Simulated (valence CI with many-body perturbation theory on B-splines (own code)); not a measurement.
E1 line list for Tm38+

Calculated by configuration interaction combined with many-body perturbation theory (CI+MBPT): three valence electrons over a frozen Dirac-Fock core [Ar] 3d10, a basis of 11 s, 11 p, 9 d, 7 f, 5 g, 2 h, 1 i functions for each j, with the one-electron correlation potential Σ1 (screened to all orders), the two-electron term Σ2, the three-electron term Σ3, Breit, model QED; selected single and double excitations, second order for the rest (own B-spline code, finite nucleus).

The last digits are not significant, and no measured levels were compared; by estimate large intervals hold to a few tenths of a per cent, small ones and those within an open d or f shell to about a per cent.

Lines 51 to 100 of 270 in falling wavelength, among levels below 477.13 eV, chosen from the strongest by gf and those to the six lowest levels. Wavelengths and rates use the calculated energies. Electric multipoles are in the length gauge, E1 and E2 with the static RPA response of the core. Weak lines are less certain than strong ones. Lines between different terms over intervals too small for the method are left out, as are lines whose strength nearly cancels. Where a level lies close to another of its J and parity, the split of strength between their lines is uncertain. The highest levels of a list are the least certain.

Levels are named by their leading jj configuration (3d3/2^4 stands for four electrons in 3d with j = 3/2), which in mixed levels can hold well under half, so a name can repeat and another be missing. Letters in brackets count levels of one name in rising energy.

```tsv
λ vac (nm)	Upper	Lower	A (s⁻¹)	S (a.u.) with core polarisation	S without
13.13	(4p1/2^2 4d3/2) J=3/2	(4s 4p1/2 4d3/2) J=5/2	4.70e+10	2.10e-01	2.24e-01
13.13	(4s 4p1/2 4d5/2) J=5/2 [b]	(4s 4p3/2^2) J=5/2	1.73e+10	1.16e-01	1.23e-01
13.04	(4p1/2^2 4d5/2) J=5/2	(4p1/2 4p3/2^2) J=3/2	1.24e+10	8.13e-02	8.68e-02
13.03	(4p1/2 4p3/2 4d5/2) J=9/2	(4s 4p3/2 4d5/2) J=9/2	1.49e+10	1.62e-01	1.74e-01
12.94	(4p1/2^2 4p3/2) J=3/2	(4s 4p1/2 4p3/2) J=5/2	5.25e+10	2.25e-01	2.40e-01
12.83	(4s 4p1/2 4f5/2) J=5/2 [b]	(4s 4p3/2 4d3/2) J=7/2	1.22e+10	7.65e-02	8.17e-02
12.79	(4s 4p1/2 4f7/2) J=7/2 [a]	(4s 4p3/2 4d5/2) J=9/2	6.57e+09	5.42e-02	5.79e-02
12.64	(4p1/2 4p3/2 4d5/2) J=9/2	(4s 4p3/2 4d3/2) J=7/2	4.75e+09	4.74e-02	5.07e-02
12.47	(4p1/2 4p3/2 4d5/2) J=7/2 [c]	(4s 4p3/2 4d5/2) J=7/2 [b]	5.28e+09	4.04e-02	4.31e-02
12.46	(4p1/2 4p3/2 4d3/2) J=3/2 [b]	(4s 4p3/2 4d3/2) J=5/2 [a]	1.75e+10	6.67e-02	7.12e-02
12.40	(4p1/2^2 4d3/2) J=3/2	(4s 4p1/2 4d3/2) J=3/2 [a]	1.44e+10	5.42e-02	5.79e-02
12.14	(4p1/2 4p3/2 4d3/2) J=1/2 [b]	(4s 4p3/2 4d3/2) J=3/2	2.54e+10	4.48e-02	4.78e-02
12.04	(4s 4p1/2 4f7/2) J=9/2	(4s 4p3/2 4d5/2) J=9/2	9.95e+09	8.58e-02	9.16e-02
12.01	(4p1/2^2 4p3/2) J=3/2	(4s 4p1/2 4p3/2) J=3/2 [a]	1.42e+10	4.86e-02	5.19e-02
11.98	(4s 4p1/2 4f7/2) J=7/2 [b]	(4s 4p3/2 4d5/2) J=9/2	9.90e+09	6.71e-02	7.17e-02
11.90	(4s 4p1/2 4f5/2) J=5/2 [c]	(4s 4p3/2 4d3/2) J=7/2	1.18e+10	5.90e-02	6.31e-02
10.56	(4p1/2 4p3/2 4d3/2) J=5/2	(4p1/2 4p3/2^2) J=5/2	1.39e+10	4.85e-02	5.17e-02
10.49	(4s 4p1/2 4d3/2) J=3/2 [a]	(4s 4p1/2 4p3/2) J=3/2 [b]	1.14e+10	2.59e-02	2.76e-02
10.02	(4s 4p1/2 4d3/2) J=5/2	(4s 4p1/2 4p3/2) J=3/2 [b]	1.47e+07	4.38e-05	4.85e-05
9.622	(4s 4p1/2 4d3/2) J=3/2 [a]	(4s 4p1/2 4p3/2) J=5/2	5.41e+09	9.52e-03	1.01e-02
9.319	(4p1/2^2 4d3/2) J=3/2	(4p1/2^2 4p3/2) J=3/2	3.30e+10	5.27e-02	5.60e-02
9.224	(4s 4p1/2 4d3/2) J=5/2	(4s 4p1/2 4p3/2) J=5/2	1.10e+10	2.56e-02	2.71e-02
9.125	(4s 4p1/2 4d3/2) J=1/2	(4s 4p1/2 4p3/2) J=3/2 [b]	2.65e+09	1.99e-03	2.10e-03
9.111	(4s 4p1/2 4d3/2) J=3/2 [b]	(4s 4p1/2 4p3/2) J=3/2 [b]	1.34e+10	2.01e-02	2.14e-02
9.101	(4s 4p1/2 4d3/2) J=3/2 [a]	(4s 4p1/2 4p3/2) J=3/2 [a]	3.06e+09	4.55e-03	4.82e-03
8.969	(4p1/2 4p3/2 4d5/2) J=7/2 [b]	(4p1/2 4p3/2^2) J=5/2	1.54e+10	4.39e-02	4.68e-02
8.940	(4s 4p1/2 4d5/2) J=5/2 [a]	(4s 4p1/2 4p3/2) J=3/2 [b]	1.13e+08	2.40e-04	2.40e-04
8.834	(4s 4p1/2 4p3/2) J=3/2 [a]	(4s^2 4p1/2) J=1/2	1.36e+09	1.85e-03	1.97e-03
8.800	(4s 4p3/2 4d5/2) J=7/2 [a]	(4s^2 4d5/2) J=5/2	2.28e+10	6.14e-02	6.63e-02
8.757	(4s 4p3/2^2) J=5/2	(4s^2 4p3/2) J=3/2	9.05e+08	1.80e-03	1.98e-03
8.744	(4s 4p1/2 4d3/2) J=5/2	(4s 4p1/2 4p3/2) J=3/2 [a]	1.67e+09	3.30e-03	3.50e-03
8.738	(4p1/2 4p3/2^2) J=3/2	(4s 4p1/2 4p3/2) J=3/2 [b]	1.33e+09	1.75e-03	1.83e-03
8.719	(4s^2 4d3/2) J=3/2	(4s^2 4p3/2) J=3/2	3.90e+08	5.11e-04	5.67e-04
8.546	(4s 4p1/2 4d5/2) J=5/2 [b]	(4s 4p1/2 4p3/2) J=3/2 [b]	1.89e+09	3.50e-03	3.62e-03
8.448	(4s 4p1/2 4d3/2) J=3/2 [b]	(4s 4p1/2 4p3/2) J=5/2	7.67e+06	9.13e-06	8.17e-06
8.301	(4s 4p1/2 4d5/2) J=5/2 [a]	(4s 4p1/2 4p3/2) J=5/2	2.37e+09	4.01e-03	4.29e-03
8.212	(4p1/2 4p3/2 4d5/2) J=1/2	(4s 4p1/2 4d5/2) J=3/2	1.16e+11	6.35e-02	6.76e-02
8.179	(4p1/2 4p3/2 4d3/2) J=5/2	(4s 4p1/2 4d3/2) J=5/2	5.63e+10	9.12e-02	9.72e-02
8.164	(4p1/2^2 4d5/2) J=5/2	(4p1/2^2 4p3/2) J=3/2	1.39e+11	2.25e-01	2.38e-01
8.138	(4s 4p3/2 4d3/2) J=5/2 [b]	(4s^2 4d3/2) J=3/2	2.40e+10	3.82e-02	4.14e-02
8.126	(4p1/2 4p3/2^2) J=3/2	(4s 4p1/2 4p3/2) J=5/2	4.42e+10	4.69e-02	4.99e-02
8.123	(4p1/2 4p3/2 4d5/2) J=7/2 [b]	(4s 4p1/2 4d5/2) J=7/2	1.40e+10	2.96e-02	3.17e-02
8.094	(4s 4p3/2 4d5/2) J=3/2 [a]	(4s^2 4d3/2) J=3/2	1.25e+11	1.31e-01	1.40e-01
8.084	(4p1/2 4p3/2 4d5/2) J=5/2 [a]	(4s 4p1/2 4d5/2) J=7/2	4.02e+10	6.30e-02	6.71e-02
8.080	(4p1/2 4p3/2 4d3/2) J=7/2	(4s 4p1/2 4d3/2) J=5/2	3.92e+10	8.17e-02	8.76e-02
8.078	(4p1/2 4p3/2 4d5/2) J=3/2 [b]	(4p1/2 4p3/2^2) J=5/2	1.53e+11	1.59e-01	1.70e-01
8.077	(4p1/2 4p3/2 4d5/2) J=3/2 [b]	(4p1/2 4p3/2^2) J=1/2	1.86e+11	1.93e-01	2.05e-01
8.061	(4s 4p3/2 4d5/2) J=3/2 [a]	(4s 4p3/2^2) J=5/2	7.36e+10	7.61e-02	8.09e-02
8.054	(4s 4p1/2 4d3/2) J=1/2	(4s 4p1/2 4p3/2) J=3/2 [a]	7.77e+09	4.01e-03	4.26e-03
8.048	(4s^2 4f5/2) J=5/2	(4s^2 4d5/2) J=5/2	3.01e+10	4.65e-02	4.97e-02
```
